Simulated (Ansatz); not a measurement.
`F[SiH]([GaH2])[SeH]`, charge 0, multiplicity 1.

Problem. Give a relaxed structure at PBE0-D4/def2-TZVP (Ansatz). (Best estimate.)

Solution. Computed: 
```xyz
8

F    -0.6633    1.9225    1.1029
Si   -0.2905    0.3684    0.9498
Ga    1.3610   -0.1557   -0.7003
Se   -2.0347   -0.8555    0.1222
H    -0.1438   -0.1791    2.3223
H     1.1942    0.4685   -2.1314
H     2.4565   -1.2422   -0.4241
H    -1.8793   -0.3269   -1.2415
```
